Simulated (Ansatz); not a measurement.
B2N2. Total charge 0; quintet. Geometry r2SCAN-D4/def2-TZVP.

```xyz
4

B    -0.439   -0.318   -0.864
B     0.439    0.318    0.864
N     0.278    0.887   -0.467
N    -0.278   -0.886    0.468
```

At PBE0-D4/def2-TZVP a triplet of charge 0 lies 2.32 eV below the quintet, each at its own geometry. The structure comes from a short search, and lower isomers may exist.

Question: Estimate the α-spin orbital energies around the gap (eV) in Ansatz with PBE-D4/def2-TZVP, BLYP-D4/def2-TZVP, r2SCAN-D4/def2-TZVP, PBE0-D4/def2-TZVP, ωB97M-V/def2-TZVP.

Answer: 
```tsv
orbital	PBE-D4/def2-TZVP	BLYP-D4/def2-TZVP	r2SCAN-D4/def2-TZVP	PBE0-D4/def2-TZVP	ωB97M-V/def2-TZVP
HOMO−13	-382.32	-382.76	-387.15	-393.29	-396.55
HOMO−12	-382.32	-382.76	-387.15	-393.29	-396.55
HOMO−11	-179.46	-180.05	-182.78	-187.05	-190.22
HOMO−10	-179.46	-180.05	-182.78	-187.05	-190.21
HOMO−9	-24.46	-24.17	-25.72	-27.50	-30.08
HOMO−8	-20.13	-19.90	-21.41	-23.01	-25.56
HOMO−7	-12.91	-12.67	-13.44	-14.88	-17.50
HOMO−6	-11.15	-10.93	-11.78	-13.25	-15.69
HOMO−5	-11.02	-10.84	-11.41	-12.73	-15.27
HOMO−4	-10.86	-10.58	-11.26	-12.52	-14.95
HOMO−3	-7.47	-7.27	-7.95	-9.07	-11.28
HOMO−2	-7.26	-7.01	-7.77	-8.84	-11.12
HOMO−1	-7.09	-6.96	-7.54	-8.75	-10.72
HOMO	-5.10	-4.94	-5.45	-6.41	-8.30
LUMO	-3.09	-2.81	-2.74	-1.97	0.16
LUMO+1	-0.51	-0.31	-0.21	0.46	2.29
LUMO+2	0.68	0.86	1.27	1.43	2.82
LUMO+3	1.26	1.37	2.07	1.95	3.23
LUMO+4	2.14	2.32	3.10	2.80	4.02
LUMO+5	2.30	2.46	3.19	2.93	4.11
β HOMO	-9.35	-9.18	-9.43	-10.22	-12.44
β LUMO	-5.46	-5.33	-4.92	-4.10	-2.00
```
